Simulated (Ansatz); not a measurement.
`CO[Si](F)(F)S` and `CN[Si](F)(F)OC` differ in one atom or group.

Ansatz, PBE0-D4/def2-TZVP geometries, multiplicity 1. Each molecule was computed in one conformer, which needn't be the lowest.

```
                                          property  `CO[Si](F)(F)S`
               HOMO energy (B3LYP/def2-TZVPP) / eV            -7.81
                 HOMO energy (PBE/def2-TZVPP) / eV            -6.80
             LUMO energy (ωB97M-V/def2-TZVPP) / eV             2.06
size of the dipole moment (ωB97M-V/def2-TZVPP) / D             2.22
  size of the dipole moment (B3LYP/def2-TZVPP) / D             2.22
           HOMO–LUMO gap (ωB97M-V/def2-TZVPP) / eV            12.37
```

(1) What does the change do to each property? (Estimate.)

## Answers

(1) The calculation gave: 
```csv
property,`CN[Si](F)(F)OC`,shift
HOMO energy (B3LYP/def2-TZVPP) / eV,-7.11,0.70
HOMO energy (PBE/def2-TZVPP) / eV,-5.90,0.90
LUMO energy (ωB97M-V/def2-TZVPP) / eV,2.39,0.33
size of the dipole moment (ωB97M-V/def2-TZVPP) / D,1.72,-0.50
size of the dipole moment (B3LYP/def2-TZVPP) / D,1.74,-0.48
HOMO–LUMO gap (ωB97M-V/def2-TZVPP) / eV,12.11,-0.26
```

Dipoles are sizes alone; their direction can turn.

B3LYP here is the variant with VWN-RPA as its local correlation; programs differ in this.
